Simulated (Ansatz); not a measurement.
`C/N=[CH]\[GeH3]` and `C/N=C/Cl` differ in one atom or group (the configuration at the double bond changes too).

Ansatz, PBE0-D4/def2-TZVP geometries, multiplicity 1. 

Scalar relativity is left out up to krypton.

```tsv
property	`C/N=[CH]\[GeH3]`
LUMO energy (B3LYP/def2-TZVPP) / eV	-1.04
HOMO energy (ωB97M-V/def2-TZVPP) / eV	-9.15
LUMO energy (ωB97M-V/def2-TZVPP) / eV	1.34
HOMO–LUMO gap (B3LYP/def2-TZVPP) / eV	5.65
LUMO energy (PBE0/def2-TZVPP) / eV	-0.80
size of the dipole moment (ωB97M-V/def2-TZVPP) / D	1.09
```

**Question.** What does the change do to each property? (An estimate is asked.)

**Answer.** Ansatz gave: 
```tsv
property	`C/N=C/Cl`	shift
LUMO energy (B3LYP/def2-TZVPP) / eV	-0.77	0.27
HOMO energy (ωB97M-V/def2-TZVPP) / eV	-10.37	-1.22
LUMO energy (ωB97M-V/def2-TZVPP) / eV	1.73	0.39
HOMO–LUMO gap (B3LYP/def2-TZVPP) / eV	7.00	1.35
LUMO energy (PBE0/def2-TZVPP) / eV	-0.51	0.29
size of the dipole moment (ωB97M-V/def2-TZVPP) / D	2.42	1.33
```

With PBE0 the HOMO falls by 1.10 eV and the LUMO rises by 0.29 eV, so the gap widens by about 1.39 eV. PBE moves the HOMO by -0.92 eV and ωB97M-V by -1.22 eV. Dipoles are sizes alone; their direction can turn.

B3LYP here is the variant with VWN-RPA as its local correlation; programs differ in this.
